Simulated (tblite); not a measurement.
C3H10Si2.
SMILES with atom numbers: `[CH3:1][SiH2:2]/[CH:3]=[CH:4]\[SiH3:5]` (hydrogens: H6, H7, H8 on C1; H9, H10 on Si2; H11 on C3; H12 on C4; H13, H14, H15 on Si5)

Computed with GFN2-xTB (tblite), gas phase: Langevin dynamics at 300 K from the optimised GFN2-xTB geometry, time step 0.5 fs, friction 0.01 fs⁻¹, 2000 steps. Over the second half of the run the saved frames average 306 K.

The optimised geometry, where the run starts:
```
atom  x, y, z in Å
C1     -2.017    0.732    0.736
Si2    -0.913    0.812   -0.809
C3     -0.072   -0.854   -1.081
C4      1.061   -1.284   -0.528
Si5     2.155   -0.351    0.687
H6     -2.572    1.657    0.864
H7     -2.739   -0.077    0.672
H8     -1.427    0.574    1.634
H9     -1.747    1.086   -1.990
H10     0.082    1.881   -0.657
H11    -0.585   -1.522   -1.770
H12     1.411   -2.278   -0.797
H13     3.087   -1.313    1.285
H14     1.356    0.263    1.750
H15     2.917    0.685   -0.017
```

t = 25 fs, T = 172 K, E(pot) 0.332 eV above the start
```
atom  x, y, z in Å  |  force x, y, z in eV/Å
C1     -2.057    0.731    0.696   -0.286  -2.854  -0.351
Si2    -0.918    0.826   -0.848   -0.572  -0.631   0.311
C3     -0.074   -0.832   -1.078    0.724  -1.520  -0.139
C4      1.033   -1.306   -0.458   -1.236   0.548  -0.137
Si5     2.168   -0.350    0.674    1.071   0.080  -0.474
H6     -2.299    1.683    0.995   -0.592   2.065   0.710
H7     -3.057    0.141    0.629    1.812   0.832  -0.173
H8     -1.456    0.264    1.495   -0.433   0.120  -0.172
H9     -1.791    1.003   -1.981   -0.254   0.200  -0.536
H10     0.038    1.892   -0.690    0.313   0.377   0.065
H11    -0.567   -1.580   -1.757    0.160   0.798   0.625
H12     1.265   -2.356   -0.537    0.117  -0.159  -0.367
H13     3.239   -1.302    1.113   -0.368   0.348  -0.094
H14     1.513    0.225    1.818   -0.265   0.162   0.422
H15     2.802    0.752   -0.123   -0.192  -0.367   0.310
```

t = 200 fs, T = 319 K, E(pot) 0.424 eV above the start
```
atom  x, y, z in Å  |  force x, y, z in eV/Å
C1     -2.048    1.302    0.673   -1.536  -2.570  -1.315
Si2    -1.105    0.862   -0.978   -0.057  -0.670   0.968
C3     -0.466   -0.951   -1.008    1.437   0.972   1.147
C4      0.673   -1.423   -0.440   -1.593  -0.471  -1.557
Si5     1.873   -0.465    0.560    0.447   1.329   0.471
H6     -1.468    1.949    1.213    1.205   1.464   1.371
H7     -3.026    1.741    0.491    0.101   0.256  -0.183
H8     -2.297    0.405    1.302    0.546   0.665  -0.561
H9     -1.913    1.063   -2.178   -0.102   0.034  -0.049
H10     0.089    1.698   -0.952    0.106   0.223  -0.220
H11    -0.993   -1.632   -1.603   -0.871  -0.795  -0.788
H12     0.921   -2.466   -0.732    0.004   0.602   0.514
H13     2.559   -1.366    1.434    0.105  -0.502   0.728
H14     1.314    0.772    1.191    0.032  -0.647  -0.025
H15     3.000    0.069   -0.188    0.175   0.109  -0.500
```

t = 325 fs, T = 289 K, E(pot) 0.414 eV above the start
```
atom  x, y, z in Å  |  force x, y, z in eV/Å
C1     -2.032    0.972    0.277   -1.027   1.518   0.928
Si2    -1.093    0.818   -1.317   -0.233  -1.391  -1.151
C3     -0.377   -0.941   -1.185    0.396   0.684   0.758
C4      0.579   -1.355   -0.350    0.836  -0.493   0.283
Si5     1.903   -0.333    0.636   -0.181  -0.199  -1.230
H6     -1.471    0.786    1.195    0.054  -0.235  -0.344
H7     -2.345    2.066    0.378   -0.128  -1.462  -0.080
H8     -2.902    0.302    0.257    0.166   0.528   0.235
H9     -2.006    0.835   -2.553    0.517   0.066   0.764
H10    -0.125    1.846   -1.360    0.819   0.819  -0.202
H11    -0.981   -1.663   -1.679   -0.308  -0.689  -0.405
H12     0.778   -2.471   -0.235   -0.370   1.227  -0.275
H13     1.379    0.104    1.920   -0.017  -0.084   0.233
H14     2.389    0.925   -0.064   -0.287  -0.716   0.287
H15     3.014   -1.330    0.682   -0.236   0.426   0.199
```

t = 350 fs, T = 322 K, E(pot) 0.417 eV above the start
```
atom  x, y, z in Å  |  force x, y, z in eV/Å
C1     -2.127    1.031    0.351    3.193   1.927   1.169
Si2    -1.021    0.830   -1.208    0.807   0.843   0.419
C3     -0.350   -0.934   -1.141    0.395   0.367   0.022
C4      0.654   -1.386   -0.380   -0.761   0.783  -0.149
Si5     1.864   -0.365    0.586    0.589   0.177   0.985
H6     -1.522    0.715    1.248   -0.583   0.019  -0.858
H7     -2.445    2.050    0.628    0.232  -0.237  -0.577
H8     -2.958    0.467    0.287   -2.598  -1.926  -0.124
H9     -1.742    1.226   -2.436    0.041  -0.245   0.149
H10     0.239    1.702   -1.115   -0.835  -0.311  -0.051
H11    -0.797   -1.622   -1.827   -0.521  -0.538  -0.105
H12     0.817   -2.425   -0.342    0.288  -1.189  -0.245
H13     1.278    0.281    1.785    0.032  -0.095  -0.253
H14     2.330    0.628   -0.367    0.254   0.186  -0.018
H15     3.020   -1.177    1.121   -0.532   0.239  -0.363
```

t = 600 fs, T = 325 K, E(pot) 0.468 eV above the start
```
atom  x, y, z in Å  |  force x, y, z in eV/Å
C1     -2.479    1.497    0.627   -0.469   0.501   0.397
Si2    -1.146    1.292   -0.680    1.080   1.084  -0.457
C3     -0.523   -0.480   -0.954   -1.917   0.609  -0.793
C4      0.449   -1.053   -0.286   -0.348  -0.857  -0.310
Si5     1.623    0.010    0.594    2.071   0.789   1.313
H6     -2.272    0.971    1.550   -0.046  -0.411  -0.038
H7     -2.491    2.556    0.947   -0.271  -0.449  -0.443
H8     -3.471    1.209    0.248    0.383   0.179   0.338
H9     -1.571    1.933   -1.938   -0.203  -0.330  -0.086
H10    -0.086    2.335   -0.278   -0.411  -0.770  -0.181
H11    -1.149   -1.093   -1.621    0.101   0.193   0.243
H12     0.573   -2.117   -0.417    0.376  -0.190   0.043
H13     2.464    0.729   -0.400   -0.202  -0.148   0.153
H14     2.540   -0.919    1.321   -0.237   0.298  -0.040
H15     1.069    1.050    1.498    0.094  -0.498  -0.137
```

t = 650 fs, T = 353 K, E(pot) 0.357 eV above the start
```
atom  x, y, z in Å  |  force x, y, z in eV/Å
C1     -2.350    1.412    0.651    1.028   0.420   0.268
Si2    -1.174    1.508   -0.838   -1.226   0.093  -0.620
C3     -0.750   -0.309   -0.870    0.944   0.344   0.354
C4      0.357   -0.786   -0.283   -0.749  -0.619  -1.092
Si5     1.673    0.228    0.540    1.430  -0.862   0.182
H6     -1.720    1.006    1.447   -0.379   0.009   0.165
H7     -2.631    2.404    0.930   -0.261   0.586   0.342
H8     -3.240    0.837    0.575   -0.405  -0.498  -0.277
H9     -1.921    2.043   -2.030    0.332  -0.317   0.352
H10    -0.043    2.374   -0.587    0.258   0.206   0.035
H11    -1.491   -0.985   -1.229   -0.315  -0.429  -0.431
H12     0.489   -1.873   -0.376    0.148   0.311   0.398
H13     2.607    1.052   -0.253   -0.293  -0.067  -0.121
H14     2.560   -0.871    1.090   -0.336   0.572  -0.009
H15     1.089    1.074    1.545   -0.175   0.252   0.457
```

t = 700 fs, T = 294 K, E(pot) 0.522 eV above the start
```
atom  x, y, z in Å  |  force x, y, z in eV/Å
C1     -2.351    1.403    0.926   -0.725   0.695   0.813
Si2    -1.492    1.477   -0.789   -1.295  -0.869   0.456
C3     -0.667   -0.217   -0.894   -0.690   0.051  -1.300
C4      0.402   -0.642   -0.244    0.531  -0.393   0.030
Si5     1.764    0.405    0.517   -0.859   0.786   1.167
H6     -1.827    0.869    1.739    0.032   0.605  -0.496
H7     -2.560    2.468    1.220    0.373  -0.979   0.124
H8     -3.364    0.943    0.917    0.701   0.175  -0.360
H9     -2.812    1.409   -1.544    0.885   0.245  -0.258
H10    -0.602    2.600   -1.011    0.047   0.181  -0.069
H11    -1.206   -0.884   -1.609    0.278   0.091   0.929
H12     0.657   -1.710   -0.261   -0.098   0.264  -0.255
H13     2.413    1.361   -0.357    0.028   0.140  -0.382
H14     2.722   -0.572    0.931    0.590  -0.428   0.293
H15     1.300    1.238    1.718    0.202  -0.562  -0.692
```

t = 725 fs, T = 350 K, E(pot) 0.320 eV above the start
```
atom  x, y, z in Å  |  force x, y, z in eV/Å
C1     -2.338    1.490    1.090    0.008  -0.056   0.648
Si2    -1.619    1.351   -0.679    0.655  -0.364  -0.044
C3     -0.697   -0.325   -0.887    1.068  -0.286   1.280
C4      0.536   -0.631   -0.355   -2.258   0.445  -0.970
Si5     1.758    0.448    0.553    0.532   0.293  -0.536
H6     -1.510    1.091    1.708   -0.367   0.531   0.003
H7     -2.597    2.529    1.426    0.399  -0.983  -0.442
H8     -3.191    0.846    1.366    0.250   0.331  -0.546
H9     -2.445    1.502   -1.865   -0.505  -0.074  -0.033
H10    -0.607    2.399   -0.854    0.075   0.114   0.168
H11    -1.300   -1.147   -1.319    0.548   0.451   0.078
H12     0.877   -1.639   -0.486    0.081  -0.501  -0.123
H13     2.314    1.404   -0.446   -0.067  -0.224   0.341
H14     2.844   -0.365    1.144   -0.155   0.024  -0.187
H15     1.149    1.153    1.651   -0.264   0.300   0.363
```

t = 775 fs
```
atom  x, y, z in Å
C1     -2.395    1.425    1.355
Si2    -1.546    1.089   -0.383
C3     -0.642   -0.568   -0.646
C4      0.657   -0.690   -0.496
Si5     1.689    0.537    0.538
H6     -1.752    1.308    2.166
H7     -2.786    2.396    1.421
H8     -3.251    0.752    1.573
H9     -2.832    1.165   -1.151
H10    -0.568    2.056   -0.795
H11    -1.186   -1.379   -1.143
H12     1.051   -1.689   -0.724
H13     2.249    1.697   -0.155
H14     2.777   -0.352    0.922
H15     0.858    0.942    1.692
```

**Question.** Estimate the potential energy and the forces of this last frame.

**Answer.** 0.461 eV above the start.

| atom | Fx (eV/Å) | Fy (eV/Å) | Fz (eV/Å) |
| --- | --- | --- | --- |
| C1 | -0.457 | -1.521 | -1.200 |
| Si2 | -1.661 | -0.584 | 0.751 |
| C3 | -1.525 | 0.551 | -0.594 |
| C4 | 0.892 | -0.405 | 0.715 |
| Si5 | -0.182 | -0.630 | -0.180 |
| H6 | 1.268 | -0.226 | 1.218 |
| H7 | -0.419 | 1.351 | -0.217 |
| H8 | 0.504 | 0.181 | -0.475 |
| H9 | 0.539 | -0.104 | -0.219 |
| H10 | 0.267 | 0.619 | -0.070 |
| H11 | -0.025 | 0.214 | 0.263 |
| H12 | 0.360 | 0.484 | -0.025 |
| H13 | -0.112 | 0.014 | -0.071 |
| H14 | 0.307 | 0.041 | 0.271 |
| H15 | 0.243 | 0.014 | -0.165 |

The bond farthest from its length at the start is C1–Si2 (1.964 against 1.901 Å), and half the difference of its two atoms' forces along it is -1.20 eV/Å (positive lengthens). The largest atomic force is 1.99 eV/Å.

The cost below is that of the whole dynamics run. On an Arm Neoverse V2 with one thread, no GPU, on a shared host, this took 8.7 s and 0.19 GiB of memory at its peak.
